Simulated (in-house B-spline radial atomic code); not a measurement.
Radial electron density of F⁷⁺, 1s2. Method: non-relativistic TPSSh, spin-polarised, spherical fractional occupations, exact exchange averaged over the configuration, point nucleus. Calculated with a B-spline radial code for spherical atoms.

Columns: r (bohr), 4πr²n(r) (electrons per bohr), bar.

```
 0.00651   0.2043 #
 0.00734   0.2559 #
 0.00827   0.3195 ##
 0.00932   0.3982 ##
  0.0105   0.4948 ##
  0.0118   0.6105 ###
  0.0133    0.755 ####
   0.015   0.9314 ####
  0.0169    1.143 #####
  0.0191    1.403 #######
  0.0215    1.703 ########
  0.0242    2.056 ##########
  0.0273    2.475 ############
  0.0308    2.959 ##############
  0.0347    3.503 #################
  0.0391    4.111 ###################
   0.044    4.771 #######################
  0.0496    5.487 ##########################
  0.0559    6.231 #############################
   0.063    6.977 #################################
   0.071    7.691 ####################################
    0.08    8.329 #######################################
  0.0901    8.841 ##########################################
   0.102    9.192 ###########################################
   0.114    9.305 ############################################
   0.129    9.167 ###########################################
   0.145    8.764 #########################################
   0.164    8.061 ######################################
   0.185    7.131 ##################################
   0.208     6.06 #############################
   0.234    4.902 #######################
   0.264    3.729 ##################
   0.298    2.657 #############
   0.335    1.789 ########
   0.378    1.099 #####
   0.426   0.6207 ###
    0.48   0.3176 ##
   0.541   0.1449 #
   0.609  0.05876
```

On this grid the curve has 1 maximum, near 0.114 bohr.

The 1s down radial function P(r) = rR(r), positive near the nucleus:

| r (bohr) | P |
| --- | --- |
| 0.00222 | 0.1133 |
| 0.00282 | 0.1431 |
| 0.00358 | 0.1805 |
| 0.00455 | 0.2274 |
| 0.00578 | 0.2857 |
| 0.00734 | 0.3577 |
| 0.00932 | 0.4462 |
| 0.0118 | 0.5525 |
| 0.015 | 0.6824 |
| 0.0191 | 0.8376 |
| 0.0242 | 1.014 |
| 0.0308 | 1.216 |
| 0.0391 | 1.434 |
| 0.0496 | 1.656 |
| 0.063 | 1.868 |
| 0.08 | 2.041 |
| 0.102 | 2.144 |
| 0.129 | 2.141 |
| 0.164 | 2.008 |
| 0.208 | 1.741 |
| 0.264 | 1.365 |
| 0.335 | 0.9457 |
| 0.426 | 0.5571 |
| 0.541 | 0.2692 |
